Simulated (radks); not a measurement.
Task: Radial electron density D(r) = 4 pi r^2 rho(r) of an atom or ion with 3 electrons. Method: non-relativistic Kohn-Sham, BLYP, spin-polarised, spherical densities, point nucleus; computed with a radial shooting solver on a logarithmic mesh with Libxc functionals.

r (bohr),D(r) (e/bohr),spin D(r)
0.02257,0.6247,0.0249
0.02484,0.7365,0.0293
0.02757,0.8776,0.0349
0.03035,1.028,0.0409
0.0334,1.201,0.0477
0.03706,1.415,0.0560
0.0408,1.640,0.0648
0.04491,1.891,0.0745
0.04983,2.195,0.0862
0.05485,2.505,0.0979
0.06086,2.870,0.112
0.067,3.232,0.125
0.07375,3.614,0.138
0.08183,4.042,0.153
0.09007,4.440,0.166
0.09995,4.864,0.179
0.11,5.232,0.188
0.1211,5.563,0.195
0.1344,5.860,0.198
0.1479,6.058,0.196
0.1628,6.167,0.189
0.1807,6.167,0.174
0.1989,6.049,0.154
0.2207,5.788,0.126
0.2429,5.428,0.0968
0.2674,4.967,0.0655
0.2967,4.377,0.0336
0.3266,3.781,0.0103
0.3595,3.169,-0.00213
0.3989,2.530,0.00263
0.4391,1.999,0.0288
0.4872,1.520,0.0847
0.5363,1.184,0.163
0.5903,0.9566,0.265
0.655,0.8236,0.398
0.721,0.7868,0.532
0.8,0.8086,0.673
0.8806,0.8530,0.783
0.9694,0.8911,0.858
1.076,0.8994,0.886
1.184,0.8635,0.858
1.303,0.7843,0.782
1.446,0.6596,0.659
1.592,0.5248,0.525
1.766,0.3781,0.378
1.944,0.2581,0.258
2.14,0.1623,0.162
2.375,0.08880,0.0888
2.614,0.04604,0.0460
2.877,0.02149,0.0215
3.193,0.008274,0.00827
3.514,0.003008,0.00301
3.9,0.0008606,0.000861
4.293,0.0002316,0.000232

What is the nuclear charge?

Result: Z = 6. The innermost maximum, from 1s, lies near 1/Z = 0.167 bohr (found: 0.172), and its height grows with Z. The density is that of the carbon ion C3+ in [He] 2s1; the configuration itself is not fixed sharply by these data. D(r) has 2 maxima, at r = 0.172, 1.04 bohr, and minima at 0.727 bohr, inside which lie 2.08 electrons.
